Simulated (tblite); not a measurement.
C₆H₁₀NOS (charge +1).
Geometry (GFN2-xTB, Å), atoms numbered from 1 in this order:
```
atom  x, y, z in Å
C1    -1.1829    1.4410   -0.6028
S2    -0.5992   -0.2276   -0.2753
C3    -2.0709   -1.2433   -0.0345
O4     0.1871   -0.7324   -1.3480
C5     0.3497   -0.2517    1.3197
C6     1.7260   -0.7758    1.0881
C7     2.6258   -0.1044    0.3645
C8     2.2724    1.1346   -0.2038
N9     1.8696    2.1237   -0.6209
H10   -1.7799    1.7814    0.2357
H11   -1.7728    1.4178   -1.5148
H12   -0.3128    2.0816   -0.7531
H13   -2.6454   -1.2366   -0.9566
H14   -1.7584   -2.2613    0.1802
H15   -2.6566   -0.8388    0.7833
H16   -0.2161   -0.8690    2.0124
H17    0.3617    0.7829    1.6617
H18    1.9689   -1.7406    1.5053
H19    3.6240   -0.4723    0.1818
```

Calculated harmonic vibrations of the isolated species, GFN2-xTB (tblite), most abundant isotopes, no scaling. Against measured fundamentals such values can be off by several per cent, at times by over 20. One conformer, not necessarily the lowest.

Harmonic wavenumbers (cm⁻¹): 58.1, 98.2, 118.7, 145.6, 153.2, 191.9, 211.6, 225.6, 249.8, 282.2, 338.9, 348.1, 428.6, 505.7, 601.5, 654.8, 689.6, 725.8, 792.7, 803.3, 867.9, 892.5, 897.3, 904.1, 928.8, 968.7, 1020.0, 1088.0, 1164.0, 1176.7, 1247.6, 1288.4, 1293.8, 1304.5, 1375.1, 1391.1, 1391.8, 1396.5, 1409.1, 1633.6, 2369.4, 2979.0, 2991.8, 3030.9, 3043.5, 3044.9, 3049.2, 3067.1, 3070.0, 3092.3, 3106.2.

A = 2265, B = 1187, C = 961.0 MHz; mass 144.048 u (most abundant isotopes); point group C1, symmetry number 1.

Problem. What is the zero-point energy?

Solution. ½Σν̃ = 32054 cm⁻¹ = 383.45 kJ/mol.

Problem. Give the ideal-gas entropy at 298.15 K and 1 bar in the rigid-rotor, harmonic-oscillator model (classical rotation).

Solution. Translation 170.84, rotation 122.22, vibration 137.64: S = 430.7 J/(mol K).

Problem. And Cp and H(298.15 K) − H(0)?

Solution. Cp = 177.87 J/(mol K), of which vibrations give 144.61 (their classical limit is 51 R = 424.0); H(298.15 K) − H(0) = 32.29 kJ/mol without the zero-point energy, 22.37 from vibrations.

Problem. Which modes carry the vibrational entropy at 298.15 K?

Solution. 58.1 cm⁻¹: 18.91; 98.2 cm⁻¹: 14.60; 118.7 cm⁻¹: 13.06; 145.6 cm⁻¹: 11.42; 153.2 cm⁻¹: 11.01; 191.9 cm⁻¹: 9.24 J/(mol K); the other 45 give 59.39 together.

Problem. Blend soft modes into free rotors: weight 1/[1 + (100 cm⁻¹/ν̃)⁴] for the oscillator and the rest for a rotor with moment μB/(μ + B), μ = h/(8π²ν), B = 10⁻⁴⁴ kg m². What vibrational entropy results?

Solution. 131.26 J/(mol K) in place of 137.64, which changes −T·S at 298.15 K by +1.90 kJ/mol.

Problem. How do the functions run with temperature in this model?

Solution. 
```json
{"T (K)": "50", "S (J/(mol K))": "243.6", "Cp (J/(mol K))": "54.9", "H − H(0) (kJ/mol)": "2.02", "G − H(0) (kJ/mol)": "-10.16", "ln q(vib)": "0.34"}
{"T (K)": "100", "S (J/(mol K))": "292.4", "Cp (J/(mol K))": "88.3", "H − H(0) (kJ/mol)": "5.63", "G − H(0) (kJ/mol)": "-23.60", "ln q(vib)": "1.51"}
{"T (K)": "373.15", "S (J/(mol K))": "474.0", "Cp (J/(mol K))": "208.3", "H − H(0) (kJ/mol)": "46.79", "G − H(0) (kJ/mol)": "-130.06", "ln q(vib)": "9.78"}
{"T (K)": "500", "S (J/(mol K))": "541.2", "Cp (J/(mol K))": "251.4", "H − H(0) (kJ/mol)": "76.07", "G − H(0) (kJ/mol)": "-194.52", "ln q(vib)": "13.48"}
{"T (K)": "750", "S (J/(mol K))": "655.1", "Cp (J/(mol K))": "310.1", "H − H(0) (kJ/mol)": "146.83", "G − H(0) (kJ/mol)": "-344.53", "ln q(vib)": "20.31"}
{"T (K)": "1000", "S (J/(mol K))": "750.0", "Cp (J/(mol K))": "348.7", "H − H(0) (kJ/mol)": "229.49", "G − H(0) (kJ/mol)": "-520.51", "ln q(vib)": "26.52"}
```

q(vib) and H(0) count from the zero-point level.

Problem. What must be added to the electronic energy to get the Gibbs energy at 298.15 K and 1 bar?

Solution. ZPE + [H(298.15 K) − H(0)] − T·S = 383.45 + 32.29 − 128.41 = 287.33 kJ/mol.

Hindered rotation and anharmonicity are outside this model. Other conformers, if any are populated, would add a mixing term that is left out. The structure is chiral; the term R ln 2 for an equal mix with its mirror image is left out.

The run took 1.1 s on an Intel Xeon at 2.70 GHz with one thread, on a shared host. The figure is for the frequency step alone.
